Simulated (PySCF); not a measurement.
C4H7O2, SMILES C[CH]OC(C)=O, multiplicity 2.

Coordinates come from a r2SCAN-D4/def2-SVP optimisation. The isomer is the one that the SMILES or the coordinates give; other isomers of the formula were not compared. The values are those of a single conformer.

Computed with SMD-ωB97X/6-31G* in PySCF.

Solvation free energies are E(SMD) − E(gas) at the gas-phase geometry, for 1 M in both phases. In vacuum the dipole moment is 2.00 D.

```
solvent        ΔG(solv) (kcal/mol)  its non-electrostatic (CDS) part  dipole (D)
-------------  -------------------  --------------------------------  ----------
water                         -1.6                               5.3        2.72
toluene                       -3.6                              -1.6        2.20
chlorobenzene                 -4.4                              -1.3        2.32
```
